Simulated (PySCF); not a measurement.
C₄H₇BFN, singlet, geometry from GFN2-xTB, with bond 13-8 at 1.4 times its length; CASSCF(2,4)+NEVPT2/STO-3G (PySCF).

Here is a job for PySCF.
```python
from pyscf import gto, scf, mcscf, mrpt
import numpy

mol = gto.M(
    atom='''
B    -0.358180    0.277962   -0.407834
C    -0.409630   -0.862119   -1.418981
C    -0.469398   -1.742878   -2.235472
H    -0.518723   -2.516091   -2.946716
F    -1.027899    1.414008   -0.672868
N     0.354141    0.195037    0.782533
C     1.113093   -0.965013    1.185696
C     0.410420    1.268963    1.748802
H     2.166817   -0.702562    1.321562
H     0.733245   -1.358199    2.133744
H     1.034720   -1.737014    0.424160
H     0.010559    0.935182    2.711169
H     1.859367    1.720362    1.958070
H    -0.175904    2.112439    1.394788
''',
    basis='sto-3g',
    charge=0,
    spin=0,
    verbose=3,
)

mf = scf.RHF(mol)
mf.kernel()
mc = mcscf.CASSCF(mf, 4, 2)
mc.fix_spin_(ss=0.0)
mc.kernel()
occ = numpy.linalg.eigvalsh(mc.fcisolver.make_rdm1(mc.ci, mc.ncas, mc.nelecas))[::-1]
ss = mc.fcisolver.spin_square(mc.ci, mc.ncas, mc.nelecas)[0]
print('natural occupations', occ.round(4), ' <S^2>', round(ss, 4))
e2 = mrpt.NEVPT(mc).kernel()
print('E(NEVPT2) = %.10f' % (mc.e_tot + e2))
```

### Question
What does PySCF print? Leave out banner, timings and long lists.

### Answer

```
converged SCF energy = -329.797928645152
CASSCF energy = -329.837960777625
CASCI E = -329.837960777625  E(CI) = -1.45836699349826  S^2 = 0.0000000
natural occupations [1.914e+00 8.590e-02 1.000e-04 0.000e+00]  <S^2> 0.0

WARN: Active orbitals [3] (occs = [6.62745985e-08]) are canonicalized with external orbitals

Sr    (-1)',   E = -0.00000185858376
Si    (+1)',   E = -0.00276080420711
Sijrs (0)  ,   E = -0.23920617289558
Sijr  (+1) ,   E = -0.08046625405841
Srsi  (-1) ,   E = -0.00160534057991
Srs   (-2) ,   E = -0.00010688371794
Sij   (+2) ,   E = -0.01506034575936
Sir   (0)' ,   E = -0.00606657003317
Nevpt2 Energy = -0.345274229835228
E(NEVPT2) = -330.1832350075
```
